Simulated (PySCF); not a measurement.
Species: C₇H₇NO (charge +1 and doublet state).
Z-matrix (Å and degrees, GFN2-xTB geometry), rows numbered from 1:
```
N 
C   1  1.3204
C   2  1.4276  1  120.87
C   3  1.3710  2  120.61  1  -177.31
C   4  1.4004  3  120.42  2    -0.69
C   5  1.3970  4  120.34  3     0.36
C   6  1.3835  5  120.83  4    -0.98
C   7  1.4699  2  119.75  1    -3.74
O   8  1.2045  7  124.60  2    -0.46
H   1  1.0118  2  121.20  3    -5.96
H   1  1.0271  2  118.45  3  -179.84
H   3  1.0802  2  118.42  1     0.20
H   4  1.0797  3  119.99  2   179.21
H   5  1.0795  4  119.89  3  -178.57
H   6  1.0802  5  119.50  4  -178.90
H   8  1.1021  7  114.08  2   178.62
```

The hyperfine couplings belong to this conformer and change with its torsions.

As a line formula: `O=Cc1ccccc1[NH2+]` [radical] (charge +1).

Computed, not measured: UKS B3LYP, pcH-1 on C H N O, non-relativistic, mean-field spin-orbit, GIAO in PySCF 2.14.0. Isolated species at its GFN2-xTB geometry (one conformer only). The geometry wasn't refined by DFT: couplings that depend on bond lengths, twists or pyramidal angles can differ widely from those at the functional's own minimum, by a factor of two or more for some ions and for spin on atoms past the first row. No stability test was run, so a lower SCF solution isn't excluded. ⟨S²⟩ is 0.773 where a pure state has 0.75.

Task: Break the g tensor into its mass correction, gauge correction and orbital-Zeeman/spin–orbit terms.

Result: 
```csv
Δg (ppm),1,2,3
relativistic mass correction,-183,-183,-183
gauge correction,1,34,42
orbital Zeeman/spin–orbit,-36,1401,1850
total,-218,1253,1710
```

So g = 2.00210, 2.00357, 2.00403 and g_iso = 2.00323; the tensor is rhombic: the two nearest values differ by 24 % of g3 − g1. 

Task: What are the electron Larmor frequencies g μB B/h along the three axes at 350 mT?

Result: 9.8077, 9.8149, 9.8171 GHz for g1, g2 and g3, a range of 9.4 MHz.

Task: What effective moment and Curie constant follow for a powder?

Result: With the mean of g² = 4.0129 and S(S+1) = 0.75: μ_eff = √(⟨g²⟩S(S+1)) = 1.735 μB and χT = 0.12505·⟨g²⟩·S(S+1) = 0.376 cm³ K/mol (cgs; spin-Hamiltonian part alone).

Task: At 9.312 GHz, how far is the centre of the isotropic spectrum from where a free electron (g = 2.002319) resonates?

Result: B = hν/(g μB) with μB/h = 13.99624 MHz/mT gives 332.28 mT for the free electron and 332.12 mT at g_iso, 0.15 mT lower.

Task: In a frozen sample, at which fields do the three g values resonate at 9.5, 34, 94 and 263 GHz (hyperfine left aside), and which band first spreads them over more than twice a line width of 0.3 mT?

Result: 
```tsv
band	GHz	B(g3) mT	B(g2) mT	B(g1) mT	spread mT
X	9.5	338.69	338.77	339.02	0.33
Q	34.0	1212.17	1212.45	1213.34	1.17
W	94.0	3351.29	3352.06	3354.52	3.23
J	263.0	9376.49	9378.62	9385.52	9.03
```

The spread grows in proportion to the frequency. Q band is the first where it exceeds 0.6 mT.

Largest spin populations (Mulliken): C5 (+0.40), N1 (+0.38), C3 (+0.26) and C7 (+0.19). Four atoms exceed +0.15. The positive populations add up to 1.30 and the negative ones to -0.30, together 2S = 1.

The HOMO–LUMO gaps are 5.13 eV among the α and 2.36 eV among the β orbitals.
